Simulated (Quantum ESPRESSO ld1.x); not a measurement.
Numerical settings for the nickel ion Ni+, [Ar] 3d9. All-electron calculation, scalar-relativistic Kohn-Sham, LDA (Slater exchange, VWN5 correlation), spin-unpolarised, spherical densities, point nucleus. Program: ld1.x of Quantum ESPRESSO 7.5. With the defaults (dx = 0.008, xmin = -8.0, rmax = 100, beta = 0.2, tr2 = 1e-14) the mesh has 1993 points, the cycle takes 22 iterations, E = -1517.830837 hartree and the 3d eigenvalue is -0.48888 hartree. The mesh is r = exp(xmin + i dx)/Z up to rmax; beta is the mixing and tr2 the threshold. One setting is changed at a time.

change        mesh points  iterations  change of E (mhartree)  change of e(3d) (mhartree)
dx = 0.0125          1275          22                  -0.002                      0.000
dx = 0.005           3189          22                  0.000                      0.000
xmin = -4            1493          24                +627.976                      -0.025
xmin = -6            1743          28                  +2.984                      0.000
rmax = 30            1843          22                  0.000                      0.000
rmax = 150           2043          22                  0.000                      0.000
beta = 0.8           1993          15                  -0.001                      0.000
beta = 0.5           1993          15                  0.000                      0.000
tr2 = 1e-10          1993          16                  0.000                      0.000
tr2 = 0.0001         1993          10                  +6.563                      +0.327
